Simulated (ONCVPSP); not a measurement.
Transferability test, ONCV potential for tellurium

```
Element                 : Te
Generator               : ONCVPSP 4.0.1
Type                    : optimised norm-conserving Vanderbilt (ONCV)
Functional              : PBE
Relativity              : scalar-relativistic
Frozen core             : [Ar] 3d10
Valence charge          : 24
Reference configuration : 4s2 4p6 4d10 5s2 5p4
Partial waves           : 4s+5s: rc 1.20 bohr, ncon 3, nbas 7, qcut 11.4 1/bohr, 3 projectors, debl 2.1 Ha; 4p+5p: rc 1.05 bohr, ncon 5, nbas 8, qcut 11.3 1/bohr, 2 projectors; 4d: rc 0.95 bohr, ncon 4, nbas 8, qcut 11.5 1/bohr, 2 projectors, debl 1.5 Ha
Local potential         : polynomial inside 0.60 bohr (lpopt 5, dvloc0 0 Ha)
Core correction         : Teter function, fcfact 4.25, rcfact 1.75
```

In the d channel the program set the typed energies aside and used -1.531, 0.250 Ha.

Energies are relative to the spin-unpolarised reference configuration 4s2 4p6 4d10 5s2 5p4; without spin polarisation the order of configurations can differ from experiment.

```tsv
valence configuration	charge	ΔE all-electron (eV)	error AE − PS (meV)
4s2 4p6 4d10 5s2 5p3	+1	9.729	-1.7
4s2 4p6 4d10 5s2 5p2	+2	27.654	-5.3
4s2 4p6 4d10 5s2 5p0	+4	91.036	-19
```

What are ΔE and the potential's error for 4s2 4p6 4d10 5s2 5p1?

ΔE = 54.552 eV all-electron; the error (AE − PS) is -11 meV.

Levels in the configuration 4s2 4p6 4d10 5s2 5p1:

| level | all-electron (eV) | pseudo (eV) |
| --- | --- | --- |
| 4s | -195.272 | -195.277 |
| 4p | -145.261 | -145.259 |
| 4d | -72.339 | -72.335 |
| 5s | -42.693 | -42.693 |
| 5p | -31.607 | -31.606 |

Note: no bound ghost flagged; GHOST(+) flagged for s at 79.8 eV.
